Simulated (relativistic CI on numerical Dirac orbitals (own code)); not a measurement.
**Re III: from the plainest model towards the measured levels**

Calculated with a relativistic CI code on KLI orbitals (one set per configuration, finite nucleus), adding one ingredient at a time: step 1, Dirac-Coulomb, each configuration alone; step 2, with Breit and QED terms; step 3, with configuration mixing; step 4, with scaled Slater integrals (0.85); step 5, with a P86 correlation estimate; step 6, tied to the ionisation limit. P86 is a density functional for the correlation energy, evaluated here for each configuration and added to its levels. Step 6 is semi-empirical: configurations made of the next ion and one excited electron move by -1695 cm⁻¹, so that their limit matches the tabulated ionisation energy, and those with a non-penetrating f or g electron also take the P86 value of the least penetrating other one.

Configurations in the expansion (outside the closed core [Kr] 4d10 4f14 5s2): 5p⁶5d⁵, 5p⁶5d⁴6s, 5p⁶5d⁴6p, 5p⁶5d⁴5f, 5p⁶5d³6s6p, 5p⁶5d⁴6d, 5p⁶5d⁴7s, 5p⁶5d⁴7p, 5p⁶5d⁴7d, 5p⁶5d⁴6f, 5p⁶5d⁴7f, 5p⁶5d³5f6s, 5p⁵5d⁶, 5p⁶5d³6s², 5p⁶5d²6s²6p, 5p⁶5d²5f6s², 5p⁶5d²6s²6d, 5p⁶5d²6s²7s, 5p⁶5d²6s²7p.

Computed minus measured energy above the ground level, in cm⁻¹, for 8 of the 16 excited levels that pair in every step (one J of a term; a digit in brackets numbers repeated terms):

```csv
Configuration,Term,J,Measured,Step 1,Step 2,Step 3,Step 4,Step 5,Step 6
5p⁶5d⁵,4G,7/2,16890,5258,5272,4116,1024,1121,1064
5p⁶5d⁴6s,6D,3/2,17909,279,799,695,922,3326,1831
5p⁶5d⁵,4D,7/2,20453,7379,7352,4297,781,1202,997
5p⁶5d⁵,2I,11/2,26170,5514,5496,5611,993,1007,999
5p⁶5d⁴6s,4H,13/2,39300,3853,4212,4792,1051,3828,2144
5p⁶5d⁴6s,2H,9/2,46315,6970,7385,8534,2761,5428,3830
5p⁶5d⁴6s,4D,7/2,46718,4121,4529,8076,2345,4794,3304
5p⁶5d⁴6s,2I,13/2,50497,5566,5862,6459,1190,3965,2283
```

Mean absolute errors in cm⁻¹, over all paired levels and for the configurations:

```tsv
Configuration, levels	Step 1	Step 2	Step 3	Step 4	Step 5	Step 6
all, 16	4135	4365	4647	1179	2886	1843
5p⁶5d⁵, 6	5412	5382	4478	827	937	878
5p⁶5d⁴6s, 10	3369	3754	4748	1390	4055	2422
```

Measured levels: measured levels as listed in Brasseur, Gamrath and Quinet, At. Data Nucl. Data Tables 157, 101636 (2024).

The mean absolute error is lowest at step 4 (1179 cm⁻¹), and the largest single drop is from step 3 to 4 (4647 to 1179). Terms of the ground configuration are off by 5412 at first, 4478 with mixing and 827 after scaling, which stands in for the correlation that narrows term splittings. Mixing lowers the ground level by 610; relative to it the configurations that move most are 5p⁶5d⁴6s by +994. The P86 estimate moves 5p⁶5d⁴6s by +2665, and takes the mean absolute error of the excited configurations from 1390 to 4055; it adds to levels that were already too high. Step 6 takes that error from 4055 to 2422.
